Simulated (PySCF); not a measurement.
**How methods differ on the ionisation energy of Cd**

Cd [Kr] 4d10 5s2 (1S) → Cd⁺ [Kr] 4d10 5s1 (2S), as a difference of total energies. Calculation: PySCF 2.14, in cc-pVTZ-PP with ECP28MDF (5s5p4d2f1g, 63 functions); scalar relativity through the core potential. Correlated levels: valence: 4s2 4p6 frozen. The calculations carry no spin-orbit coupling.

| method | ionisation energy (eV) | error (eV) |
| --- | --- | --- |
| UHF | 7.358 | -1.636 |
| B3LYP | 9.150 | +0.156 |
| M06-L | 8.891 | -0.103 |
| MP2 (valence) | 8.756 | -0.238 |
| SCS-MP2 (valence) | 8.728 | -0.266 |

Reference: 8.994 eV (measured; NIST Atomic Spectra Database, ionization energies).

Errors of the correlated levels include the incompleteness of this basis and the frozen core.

MP2 underrates the near-degeneracy of ns² with np² in the lower species.
